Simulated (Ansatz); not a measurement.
Born–Oppenheimer molecular dynamics of C$_{2}$H$_{11}$NSi (15 atoms, charge 0, multiplicity 1). It starts from a rough guess of a transition structure, not a stationary point.

All numbers below come from UKS PBE0-D4/STO-3G (Ansatz 0.2.0).

```json
{
  "ensemble": "NVE (velocity Verlet)",
  "time step": "0.5 fs",
  "steps asked": "150",
  "starting velocities drawn for": "1000 K",
  "seed": "501523"
}
```

First frame:

```xyz
15
Properties=species:S:1:pos:R:3
Si -0.920 -0.031 1.072
N -0.134 -0.586 -0.824
C -0.357 0.123 -2.064
H -1.533 1.099 0.384
H -1.414 -1.401 1.159
H -1.107 0.388 2.494
H 0.794 -0.166 0.045
C 1.226 0.228 1.317
H -0.029 -1.579 -0.995
H -1.106 -0.377 -2.690
H -0.724 1.126 -1.835
H 0.563 0.224 -2.656
H 1.362 -0.447 2.155
H 1.214 1.246 1.691
H 2.165 0.153 0.747
```

Q: How far do the bonds stretch over the last three quarters of this one trajectory? (Pairs bonded in most of those frames.)

A: 
```json
{"bond": "Si1–H4", "mean (Å)": "1.454", "spread (Å)": "0.044", "shortest": "1.38", "longest": "1.52"}
{"bond": "Si1–H5", "mean (Å)": "1.447", "spread (Å)": "0.023", "shortest": "1.41", "longest": "1.49"}
{"bond": "Si1–H6", "mean (Å)": "1.453", "spread (Å)": "0.038", "shortest": "1.39", "longest": "1.51"}
{"bond": "Si1–C8", "mean (Å)": "1.869", "spread (Å)": "0.100", "shortest": "1.74", "longest": "2.03"}
{"bond": "N2–C3", "mean (Å)": "1.522", "spread (Å)": "0.041", "shortest": "1.43", "longest": "1.60"}
{"bond": "N2–H7", "mean (Å)": "1.087", "spread (Å)": "0.087", "shortest": "0.94", "longest": "1.24"}
{"bond": "N2–H9", "mean (Å)": "1.089", "spread (Å)": "0.107", "shortest": "0.90", "longest": "1.28"}
{"bond": "C3–H10", "mean (Å)": "1.114", "spread (Å)": "0.049", "shortest": "1.03", "longest": "1.20"}
{"bond": "C3–H11", "mean (Å)": "1.106", "spread (Å)": "0.038", "shortest": "1.04", "longest": "1.18"}
{"bond": "C3–H12", "mean (Å)": "1.110", "spread (Å)": "0.043", "shortest": "1.04", "longest": "1.19"}
{"bond": "C8–H13", "mean (Å)": "1.103", "spread (Å)": "0.048", "shortest": "1.02", "longest": "1.19"}
{"bond": "C8–H14", "mean (Å)": "1.102", "spread (Å)": "0.037", "shortest": "1.03", "longest": "1.16"}
{"bond": "C8–H15", "mean (Å)": "1.108", "spread (Å)": "0.067", "shortest": "0.99", "longest": "1.22"}
```

Mean temperature of the second half: 1753 K. The conserved energy stayed within 1.4 meV per atom of its start (net change -0.14 meV per atom), so the integration is sound. The system heated up, since it started high on the potential surface and ran downhill. A run of 0.075 ps of so small a system gives no equilibrium averages. The orbitals stay closed-shell, which can raise the energy where a bond breaks towards radicals; this wasn't checked here. Limits of this set-up: minimal basis.

Time of the run: 9.4 min on 1 thread of Arm Neoverse V1 (shared host), peak memory 0.13 GiB.
